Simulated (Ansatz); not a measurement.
The cluster Li₃S⁺. The state is a triplet with charge 1. Geometry B3LYP-D4/def2-TZVP; atoms count from 1.

Cartesian coordinates in Å:
```
Li -0.155 -2.226 -1.578
Li 0.959 0.592 1.812
Li -0.779 1.986 0.016
S -0.024 -0.352 -0.250
```

At PBE0-D4/def2-TZVP a singlet of charge 1 lies 3.39 eV below the triplet, each at its own geometry. The structure comes from a short search, and lower isomers may exist.

Q: Estimate the Mulliken populations from the PBE0/def2-TZVP orbitals of Ansatz.

A: 
```csv
atom,charge (e),spin (α − β)
Li1,0.85,0.04
Li2,0.43,0.49
Li3,0.43,0.49
S4,-0.71,0.98
```
Mulliken values depend strongly on the basis.

Q: Where does the spin sit?

A: Summed by element: Li 1.02, S 0.98, of 2 unpaired in all. Largest on single atoms: S4 0.98, Li3 0.49, Li2 0.49.

Q: And the Mayer bond orders between heavy atoms (over 0.3)?

A: Li2–Li3 0.49 (2.86 Å).
